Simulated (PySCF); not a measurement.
**Working out the ionisation energy of Be⁺**

Be⁺ [He] 2s1 (2S) → Be²⁺ 1s2 (1S). Calculation: PySCF 2.14, in x2c-TZVPPall with one added diffuse shell of s type (6s3p1d, 20 functions); scalar relativity by spin-free X2C-1e. Frozen: nothing. Energies in hartree (1 hartree = 27.21139 eV):

```tsv
part	Be⁺ (lower)	Be²⁺ (upper)
UHF	-14.279503	-13.613416
MP2 opposite-spin	-0.027334	-0.026713
MP2 same-spin	-0.000575	0.000000
```

Q: What does Hartree-Fock give?

A: (-13.613416) − (-14.279503) = 0.666087 hartree = 18.125 eV.

Q: What do MP2 and SCS-MP2 (6/5 opposite-spin, 1/3 same-spin) give?

A: The opposite-spin parts differ by 0.017 eV and the same-spin parts by 0.016 eV. MP2: 18.125 + (0.017) + (0.016) = 18.158 eV. SCS-MP2: 18.125 + 1.2 × (0.017) + (0.016)/3 = 18.151 eV.

Measured between the centres of the two terms (NIST): 18.211 eV, so MP2 (valence and next inner shell) is off by -0.053 eV.

What remains against the reference includes basis incompleteness and correlation beyond second order.
